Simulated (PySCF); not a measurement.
# A series of related molecules

Theory: TDDFT CAM-B3LYP/aug-cc-pVDZ excited states, vertical, gas phase in PySCF 2.14.0. Geometry: PBE0-D3(BJ)/def2-SVP.

Each molecule in one low-energy conformer.

Q: How does the largest two-photon cross section among the few lowest singlets (linear parallel light, single beam, Lorentzian half width 0.1 eV, states within 0.08 eV summed) change along this series?
- C#C/C=C(\Cl)C(=C)Cl (H replaced by ethynyl)
- C=C(Cl)/C(Cl)=C/OC (H replaced by OCH3)
- C=C(Cl)/C(Cl)=C/C (H replaced by CH3)
- C=C(Cl)/C(Cl)=C/[SiH3] (H replaced by SiH3)
- C=C(Cl)/C(Cl)=C\C=O (H replaced by CHO)
- C=C(Cl)/C(Cl)=C\B(C)C (H replaced by B(CH3)2)

A: 
```tsv
molecule	S1 (eV)	f(S1)	largest σ (GM)	at photon λ (nm)
C#C/C=C(\Cl)C(=C)Cl	4.64	0.618	9.5	446
C=C(Cl)/C(Cl)=C/OC	5.10	0.595	5.8	402
C=C(Cl)/C(Cl)=C/C	5.46	0.561	4.9	407
C=C(Cl)/C(Cl)=C/[SiH3]	5.25	0.556	4.3	428
C=C(Cl)/C(Cl)=C\C=O	3.63	0.002	2.0	403
C=C(Cl)/C(Cl)=C\B(C)C	5.22	0.445	5.9	401
```
The largest two-photon cross section among the few lowest singlets (linear parallel light, single beam, Lorentzian half width 0.1 eV, states within 0.08 eV summed) is lowest for C=C(Cl)/C(Cl)=C\C=O and highest for C#C/C=C(\Cl)C(=C)Cl.
